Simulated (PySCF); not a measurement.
Tc³⁺ (technetium, charge +3): UHF calculation

Configuration: [Kr] 4d4, high-spin 5D determinant. Calculation: PySCF 2.14, in def2-SVP with the def2 core potential (28 electrons); scalar relativity through the core potential.

```json
{"Total energy": "-78.295134 hartree", "One-electron energy": "-121.9311 hartree", "Hartree (Coulomb) energy": "51.1486 hartree", "Exchange energy": "-7.5126 hartree", "⟨S²⟩": "6.0018", "⟨L²⟩": "6.020", "Sum of ⟨r⟩": "15.41 bohr", "Sum of ⟨r²⟩": "22.67 bohr²", "Traceless quadrupole moment −½Σ⟨3z² − r²⟩ along its main axis": "-0.741 e·bohr²", "Time after the integrals": "0.07 s of wall time on 1 thread of Neoverse-V2 (shared host)"}
```

```tsv
shell	electrons	mean orbital energy (eV)	spread (eV)	rms radius, mean of both spins (bohr)
4s α	1	-125.05	0	1.13
4s β	1	-118.27	0	1.13
4p α	3	-92.113	1.110	1.25
4p β	3	-83.330	1.735	1.25
4d α	4	-43.369	1.417	1.64
```

Energies and moments cover only the electrons outside the core potential.
